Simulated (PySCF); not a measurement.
Co⁺ (cobalt, charge +1) across methods

[Ar] 3d7 4p1, one real determinant (an excited configuration). Calculation: PySCF 2.14, in x2c-QZVPPall with one added diffuse shell each of s, p, d, f, g type (12s8p6d5f3g, 128 functions); scalar relativity by spin-free X2C-1e. The B2PLYP total includes its PT2 part (frozen core); its orbital energies are those of the SCF part.

```csv
method,E (hartree),mean ε 3d α (eV),mean ε 3d β (eV),mean ε 4p α (eV),Σ⟨r²⟩ (bohr²),⟨S²⟩
r2SCAN,-1392.757,-19.917,-17.382,-9.058,28.24,6.003
PBEsol,-1391.275,-19.564,-16.950,-8.915,28.34,6.001
LDA,-1390.104,-19.840,-17.115,-8.991,28.25,6.001
B2PLYP,-1392.501,-24.837,-21.899,-9.943,28.76,6.003
LC-wPBE,-1392.593,-24.748,-22.255,-11.539,28.38,6.002
PBE0,-1392.560,-22.169,-19.457,-9.522,28.49,6.002
PBE,-1392.541,-19.549,-17.100,-8.940,28.45,6.001
UHF,-1391.48293,-29.438,-25.780,-10.816,29.33,6.004
```

⟨L²⟩ = 13.95 against 20 for a pure G term, so this real determinant mixes terms.
